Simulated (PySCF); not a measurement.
## Spinor energies of Xe³⁴⁺ (xenon, charge +34)

Start: [Ar] 3d2; 3d3/2 filled at m_j = +1/2, +3/2. Calculated with PySCF 2.14 in an uncontracted even-tempered set (16 s from 6.2 bohr⁻², ratio 2.8; 12 p from 8.1 bohr⁻², ratio 2.8; 8 d from 8.1 bohr⁻², ratio 2.8; 3 f from 25 bohr⁻², ratio 3): generalised Hartree-Fock with the X2C-1e Hamiltonian and a Gaussian nucleus; one run each with spin-orbit coupling (SO) switched off, then screened by Boettger's factors.

| spinor shell | electrons | ε, spin-free (eV) | ε, screened SO (eV) | weight of nominal j (screened SO) | rms radius, screened SO (bohr) |
| --- | --- | --- | --- | --- | --- |
| 1s1/2 | 2 | -36462.4 | -36457.6 | 1.000 | 0.0305 |
| 2s1/2 | 2 | -7192.1 | -7190.1 | 1.000 | 0.123 |
| 2p1/2 | 2 | -6629.0 | -6862.3 | 1.000 | 0.106 |
| 2p3/2 | 4 | -6629.0 | -6522.5 | 1.000 | 0.111 |
| 3s1/2 | 2 | -2598.5 | -2597.9 | 1.000 | 0.305 |
| 3p1/2 | 2 | -2409.3 | -2469.3 | 0.997 | 0.294 |
| 3p3/2 | 4 | -2409.3 | -2381.5 | 0.998 | 0.305 |
| 3d3/2 | 2 | -2204.6 | -2211.9 | 0.988 | 0.265 |

| quantity | spin-free | screened SO |
| --- | --- | --- |
| E (hartree) | -6584.97655 | -6588.01531 |
| M_J | 2 | 2 |
| ⟨J²⟩ | 8.001 | 6.077 |
| ⟨L²⟩ | 12.001 | 10.532 |
| ⟨S²⟩ | 2.000 | 1.586 |

Each row is a mean over spinors that exchange with the open shell spreads, by up to 22.098 eV (3p1/2).

⟨J²⟩ departs a little from M_J(M_J + 1) because the unrestricted spinors polarise the closed shells.

Breit and QED terms are absent; they matter most for the inner s and p1/2 levels.

Densities and radii are taken from the X2C orbitals without a picture-change correction, which distorts them close to the nucleus.

Without spin-orbit coupling the j labels of p, d and f shells carry no meaning; the spin-free column gives the mean over the occupied spinors of each nl shell, and its ⟨J²⟩ belongs to a mixture of degenerate components.
